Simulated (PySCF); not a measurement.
Gas-phase XPS of `N=[P@]12CC[C@H](CC1)C2`, computed

Species: C6H12NP.
Z-matrix (Å and degrees, PBE0-D3(BJ)/def2-SVP geometry), rows numbered from 1:
```
N 
P   1  1.5646
C   2  1.8248  1  113.09
C   3  1.5447  2  104.45  1   161.52
C   4  1.5439  3  108.43  2     3.58
C   5  1.5443  4  110.74  3    71.00
C   6  1.5436  5  108.39  4   -71.11
C   5  1.5292  4  105.30  3   -42.25
H   1  1.0180  2  114.95  3   174.53
H   3  1.0995  2  109.65  1   -76.06
H   3  1.0996  2  107.76  1    40.47
H   4  1.1009  3  110.10  2  -115.75
H   4  1.1006  3  111.81  2   125.74
H   5  1.1005  4  110.83  3  -165.77
H   6  1.1008  5  110.64  4    51.86
H   6  1.1010  5  109.02  4   168.94
H   7  1.0999  2  109.26  1    68.56
H   7  1.1006  2  109.18  1   -48.31
H   8  1.1004  2  111.12  1   -53.30
H   8  1.1006  2  112.76  1    70.08
```

Level of theory: delta-SCF UKS SCAN, pcX-2 on the ionised atom, pcseg-1 elsewhere, spin-free X2C in PySCF. Vertical ΔSCF values, vacuum level as zero.

List the computed XPS lines with their assignment.

| atom(s) | bonded to | level | binding energy (eV) | 2p1/2 (eV) | above the level's lowest (eV) | count |
| --- | --- | --- | --- | --- | --- | --- |
| P2 | N (double bond) and 3 C | P 1s | 2150.83 | – | 0.00 | 1 |
| N1 | H and P (double bond) | N 1s | 402.43 | – | 0.00 | 1 |
| C5 | 3 C and H | C 1s | 290.72 | – | +0.59 | 1 |
| C4/C6 | 2 C and 2 H | C 1s | 290.72 | – | +0.59 | 2 |
| C3 | C, 2 H and P | C 1s | 290.41 | – | +0.28 | 1 |
| C8 | C, 2 H and P | C 1s | 290.13 | – | 0.00 | 1 |
| P2 | N (double bond) and 3 C | P 2p3/2 | 136.97 | 137.86 | 0.00 | 1 |

Lowest listed C 1s: C8, bonded to C, 2 H and P. Highest, 0.59 eV above it: C5, bonded to 3 C and H. The widest gap between neighbouring values is 0.31 eV, between 290.41 and 290.72 eV. The values 290.72 and 290.72 eV lie too close for their order to be trusted.

Which effective nuclear charge Zeff reproduces each element's mean 1s value in the hydrogen-like formula E = 13.606 eV × Zeff²?

C (Z = 6): mean 290.5 eV, Zeff = 4.62, Z − Zeff = 1.38; N (Z = 7): mean 402.4 eV, Zeff = 5.44, Z − Zeff = 1.56; P (Z = 15): mean 2150.8 eV, Zeff = 12.57, Z − Zeff = 2.43. Means run over the listed sites, weighted by atom count.

Express the binding energy of N 1s of N1 in atomic units and per mole.

402.43 eV = 14.7890 Eh = 38829 kJ/mol.

Topologically equivalent atoms share the value of their first member; where this conformer doesn't relate them by symmetry, their own values could differ. The list is incomplete; no value stands for C 1s of C7. For 2p shells one spin-free hole was relaxed; a mean-field spin–orbit operator and the ground-state splitting of the three 2p orbitals were then diagonalised within the shell. The shell's mean is (2 × 2p3/2 + 2p1/2)/3, and the degeneracies 2j + 1 give areas of 2:1. 2p1/2 minus 2p3/2 (ligand field included): P 0.89 eV. Geometry: PBE0-D3(BJ)/def2-SVP; no solvent, vibrations or thermal averaging.
